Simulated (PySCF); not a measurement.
Compound: SbSbSbSb tetrahedron, Sb₄.
Bonds: Sb1–Sb2, Sb1–Sb3, Sb1–Sb4, Sb2–Sb3, Sb2–Sb4, Sb3–Sb4.

Method: PySCF 2.14.0, PBE0-D3(BJ)/def2-SVP geometry optimisation, gas phase, def2 core potentials past Kr; density fitting, grid level 1; the optimiser is geomeTRIC in internal coordinates, started from a GFN2-xTB structure with every atom displaced at random (about 0.03 Å).

Step 0: E = -26155.2258 eV
```
atom  x, y, z in Å  |  force x, y, z in eV/Å
Sb1    -1.3796    0.5145   -0.6795   -1.886   0.469  -1.440
Sb2    -0.3945   -1.0898    1.2601    0.335  -1.023   0.797
Sb3     0.8509    1.2954    0.5881    1.300   1.133   0.905
Sb4     1.0065   -0.8105   -1.1991    0.251  -0.580  -0.262
```

Step 1: E = -26155.4021 eV
```
atom  x, y, z in Å  |  force x, y, z in eV/Å
Sb1    -1.4618    0.5371   -0.7517    0.437  -0.149   0.187
Sb2    -0.3703   -1.1346    1.2951    0.173   0.336  -0.451
Sb3     0.9063    1.3464    0.6347   -0.259  -0.421  -0.154
Sb4     1.0091   -0.8393   -1.2085   -0.352   0.235   0.418
```

Question: Estimate the geometry and energy of step 2. (The exact step hangs on the optimiser's Hessian estimate; all steps are aligned on step 1, rigid shifts and turns removed.)

Answer: E = -26155.4250 eV, largest force 0.095 eV/Å
```
atom  x, y, z in Å  |  force x, y, z in eV/Å
Sb1    -1.4490    0.5325   -0.7493    0.082  -0.004   0.048
Sb2    -0.3601   -1.1236    1.2787    0.002   0.043  -0.055
Sb3     0.8985    1.3330    0.6313   -0.055  -0.058  -0.015
Sb4     0.9939   -0.8323   -1.1911   -0.029   0.019   0.022
```

The energy changes by -0.0229 eV. The first-order estimate −F·Δx gives -0.0421 eV and the mean of the old and new forces, exact on a quadratic surface, -0.0234 eV. The step makes an angle of 12° with the force vector and moves no atom by more than 0.024 Å.

What follows is the cost of the whole optimisation. The run took 32 s on an Arm Neoverse V2 with one thread, shared host, and the process peaked at 0.45 GiB of memory.
